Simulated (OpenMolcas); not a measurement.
V3+ (d2) among equal point charges was computed by CASSCF with the d shell active (OpenMolcas, ANO-RCC-VDZP on the metal). Its lowest spin-free states, and all those of the highest spin:

```
2S+1  Degeneracy  E (cm-1)
   3           1       0.0
   3           2      1691
   3           1      5013
   3           2      6055
   3           1     11144
   1           1     14204
   1           1     14941
   1           2     16652
   1           1     18313
   3           2     19675
   1           2     22740
   1           1     23550
   3           1     25645
```

Is the site octahedral, tetrahedral or cube-like, axial, or of lower symmetry?

The states with 2S+1 = 3 have orbital degeneracies 1, 2, 1, 2, 1, 2, 1. There are pairs but no triples, so the site is axial: not cubic, but with a proper or improper axis of order three or more. The run had V3+ among 6 point charges of -1.76 e arranged as a tetragonal octahedron (D4h), 1.9 Å from the ion, with the axial distance 2.185 Å. The active orbitals were held to one l.

Without dynamic correlation the repulsion within the d shell is too large (B by tens of per cent), so at a given field states of lower spin stand too high. This is an electrostatic model: the charges have no orbitals. No measured value stands beside these numbers.
